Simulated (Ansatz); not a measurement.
Abridged output of a molecular run in Ansatz:

```
Functional definition: HF
1289 factors; integrals over basis functions are off by at most 1.1e-3 eV
mean field evaluation 1: about -64024.7704 eV, gradient 5.2e1 eV
mean field evaluation 2: about -64024.8595 eV, gradient 5.2e1 eV
mean field evaluation 4: about -64030.1543 eV, gradient 3.9e0 eV
mean field evaluation 8: about -64030.2197 eV, gradient 4.2e-1 eV
mean field -64030.22040944 eV, -2353.0671988046 hartree, gradient 1.3e-6 eV, S^2 0.000000; 0 other end points of the search recorded, 0 dependent functions left out
15 core orbitals not correlated: weight in the atoms' cores, before any rotation towards them, 1.000 or more for the frozen orbitals, at most 0.000 for the correlated occupied ones
reference -64030.22040944 eV, -2353.0671988046 hartree; 25, 25 occupied and 91, 91 virtual orbitals, 1289 factors
second order -32.32656455 eV of doubles, -0.00000000 eV of singles
cycle   1  -31.60275334 eV  change    7.2e-1 eV  update   1.4e-1
cycle   2  -32.44988713 eV  change   -8.5e-1 eV  update   4.1e-2
cycle   3  -32.64991435 eV  change   -2.0e-1 eV  update   2.1e-2
cycle   4  -32.64186880 eV  change    8.0e-3 eV  update   4.9e-3
cycle   5  -32.63946882 eV  change    2.4e-3 eV  update   2.1e-3
cycle   6  -32.64086751 eV  change   -1.4e-3 eV  update   6.6e-4
cycle   7  -32.64118923 eV  change   -3.2e-4 eV  update   2.5e-4
cycle   8  -32.64118506 eV  change    4.2e-6 eV  update   8.1e-5
cycle   9  -32.64120659 eV  change   -2.2e-5 eV  update   2.5e-5
perturbative correction -0.83287513 eV, -0.0306075965 hartree
Total energy: -64063.69449115 eV, -2354.2973486182 hartree
```

Its atoms:

```xyz
10

C     0.0564    2.0742    0.8420
C     0.0176    0.7412    0.2983
N    -0.0126   -0.3155   -0.1323
Ga   -0.0598   -2.2149   -0.8987
F    -1.7050   -2.6699   -0.5103
F     1.2112   -2.9636    0.0440
F     0.2934   -1.8842   -2.5811
H    -0.0767    2.7993    0.0375
H    -0.7442    2.1920    1.5740
H     1.0197    2.2413    1.3265
```

Problem. Which basis set was used?
A. def2-QZVPP
B. cc-pV(Q+d)Z
C. def2-SVP
D. cc-pV(T+d)Z

Solution. C. It gives 131 functions.

Problem. Write the keys of the input that set method, charge and spin (a neutral closed shell needs none for the last two).

Solution. 
```yaml
correlation: {method: ccsd_t}
```
